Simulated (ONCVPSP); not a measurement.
**Ge (Z = 32): one change to an ONCV potential, before and after**

Ge (Z = 32), optimised norm-conserving Vanderbilt (ONCV), made with ONCVPSP 4.0.1 (PBE, scalar-relativistic). Core [Ar] 3d10, reference 4s1 4p3. Waves: 4s: rc 1.80 bohr, ncon 3, nbas 8, qcut 3.1 1/bohr, 2 projectors, debl 0.9 Ha; 4p: rc 1.75 bohr, ncon 5, nbas 9, qcut 5.3 1/bohr, local; d scattering state at 0.23 Ha: rc 1.75 bohr, ncon 4, nbas 8, qcut 5.3 1/bohr, 3 projectors, debl 1.1 Ha. Local part: the p channel. Core correction: Teter function, fcfact 4, rcfact 1.75.

All-electron outer shells of the reference configuration (PBE, scalar-relativistic, ld1.x):

| shell | level (eV) | outermost node (bohr) | outermost maximum (bohr) |
| --- | --- | --- | --- |
| 3p | -117.41 | 0.23 | 0.54 |
| 3d | -31.05 | – | 0.50 |
| 4s | -12.69 | 0.77 | 1.73 |
| 4p | -4.58 | 0.82 | 2.16 |

Change: core [Ar], valence charge 14; reference 3d10 4s2; waves now 4s: rc 1.60 bohr, ncon 5, nbas 8, qcut 5.1 1/bohr, 2 projectors, debl 3.3 Ha; p scattering state at 0.21 Ha: rc 1.65 bohr, ncon 4, nbas 9, qcut 5.4 1/bohr, 1 projector; 3d: rc 1.10 bohr, ncon 4, nbas 9, qcut 11.5 1/bohr, 1 projector; f scattering state at 0.24 Ha: rc 1.45 bohr, ncon 4, nbas 7, qcut 7.9 1/bohr, 1 projector; local potential polynomial inside 1.00 bohr (lpopt 3, dvloc0 6 Ha). In the p channel the program set the typed energies aside and used 0.050 Ha.

Cutoffs: the cutoffs (Ha) at which the residual kinetic energy of the hardest occupied pseudo-wave falls to 1 and 0.1 mHa per electron; they do not see the model core or the augmentation charge, which bear on the density cutoff. Errors are all-electron minus pseudo energies relative to the spin-unpolarised reference configuration.

Question: What does the change do?

Answer: The potential gets harder (28 Ha and 66 Ha → 81 Ha and 248 Ha); the bound ghosts move from d to s. The added semicore shells are compact, so their waves need more plane waves. Several settings change at once here, so the effects cannot be laid on one of them.

```csv
quantity,base,changed
"cutoff, loose",28 Ha,81 Ha
"cutoff, tight",66 Ha,248 Ha
bound ghosts,d,s
GHOST(+) flags under 300 eV,s at 104.9 eV,none
"largest error over its own tests, meV",-346,-362
"rms error of d²Exc/dni dnj with the model core, mHa",5.68,1.12
```

Base: The cutoffs count occupied waves only; projector 3 of the d channel, the hardest unoccupied one, needs 124 Ha at the loose tolerance. A true bound ghost makes a file unfit for plane-wave use even where its test errors are small: the radial tests pick states by their node count and pass the ghost by.
